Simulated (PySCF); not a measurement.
CBrCl2F, SMILES ClC(F)(Cl)Br. Atoms are numbered in the order given.

```xyz
5

F     -0.6212     1.6287     0.0000
C     -0.4782     0.2975     0.0000
Cl    -1.2442    -0.3690     1.4643
Cl    -1.2442    -0.3690    -1.4643
Br     1.4503    -0.1113     0.0000
```

The structure is a stationary point at PBE-D3(BJ)/def2-SVP.

Computed with PBE-D3(BJ)/def2-SVP run with PySCF 2.14.0.

Frequencies are harmonic and unscaled.

Q: List the normal modes with their intensities. (Estimate from the structure and the level; the computed values follow.)

A: 
| mode | ν (cm⁻¹) | IR (km/mol) | moving atoms (share of kinetic energy) |
|---|---|---|---|
| 1 | 194 | 0.0 | Cl 64 %, Br 20 %, F 13 % |
| 2 | 207 | 0.1 | Cl 63 %, Br 25 %, F 11 % |
| 3 | 290 | 1.1 | F 36 %, Cl 31 %, Br 30 % |
| 4 | 325 | 0.5 | Cl 41 %, F 41 %, C 10 %, Br 9 % |
| 5 | 380 | 0.6 | Cl 51 %, F 49 % |
| 6 | 489 | 3.3 | Cl 44 %, F 36 %, C 17 % |
| 7 | 737 | 291.2 | C 90 % |
| 8 | 786 | 254.3 | C 88 %, Cl 9 % |
| 9 | 1108 | 201.8 | C 65 %, F 35 % |
